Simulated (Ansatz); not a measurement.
Reaction (ligand exchange at the Si–N bond): `CN[Si](N)(F)F` + CH₃OH → `CO[Si](N)(F)F` + CH₃NH₂

Computed with Ansatz on PBE0-D4/def2-TZVP structures; ΔE is electronic, products minus reactants. CBS: MP2 limit from def2 TZ/QZ plus the TZ coupled-cluster correction, frozen cores. This one scheme is used for every species. Functionals use def2-TZVPP. B3LYP here is the variant with VWN-RPA as its local correlation; programs differ in this. One conformer a species, not always the lowest.

| level | ΔE (kcal/mol) | difference from CCSD(T)/CBS |
| --- | --- | --- |
| PBE0-D4 | -8.2 | 0.9 |
| B3LYP-D4 | -9.2 | -0.1 |
| ωB97X-V | -9.1 | 0.0 |
| ωB97M-V | -9.0 | 0.1 |
| B2PLYP | -9.7 | -0.6 |
| PBE | -8.1 | 1.0 |
| PBE0 | -8.5 | 0.6 |
| B3LYP | -9.7 | -0.6 |
| HF/def2-TZVPP | -11.6 | -2.5 |
| SCS-MP2/def2-TZVPP | -9.6 | -0.5 |
| CCSD/def2-TZVPP | -9.6 | -0.5 |
| HF/def2-QZVPP | -11.8 | -2.7 |
| MP2/def2-QZVPP | -9.1 | 0.0 |
| SCS-MP2/def2-QZVPP | -9.6 | -0.5 |
| HF/CBS(def2) | -11.8 | -2.7 |
| MP2/CBS(def2) | -9.0 | 0.1 |
| CCSD(T)/CBS | -9.1 | 0 |

Largest T1 diagnostic among the species: 0.011.

In def2-TZVPP, CCSD(T) changes the Hartree–Fock value by +2.2 kcal/mol (the triples alone add +0.3 kcal/mol) and MP2 by +2.4 kcal/mol.
